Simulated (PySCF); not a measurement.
Computed shifts of a molecule C₂H₇ClOSi₂, PBE/pcSseg-1 (PySCF), GIAO, gas phase, equivalent atoms averaged, in ppm (number of nuclei): ¹³C: 169.0 (1), 116.2 (1). ²⁹Si: -14.1 (1), -73.3 (1). ¹H: 5.99 (1), 5.79 (1), 5.75 (1), 5.42 (1), 4.47 (3). References: ¹³C against TMS (σ = 182.0 ppm); ²⁹Si against TMS (σ = 335.4 ppm); ¹⁷O against H2O (σ = 334.3 ppm); ³⁵Cl against HCl (σ = 936.5 ppm); ¹H against TMS (σ = 31.49 ppm), references at their B3LYP-D3(BJ)/def2-TZVP geometries, non-relativistic (without spin–orbit terms, shifts of atoms bonded to Cl or Br come out too high). The structure is a stationary point at B3LYP-D3(BJ)/def2-SVP. The values are those of a single conformer.

### Question
Pick the molecule that these values belong to.
A. [SiH3]O/C=C/[SiH2]Cl
B. Cl[Si@H]1CO[SiH2]C1
C. O=C(C[SiH3])[SiH2]Cl
D. C=C([SiH3])O[SiH2]Cl

### Answer
D, C=C([SiH3])O[SiH2]Cl
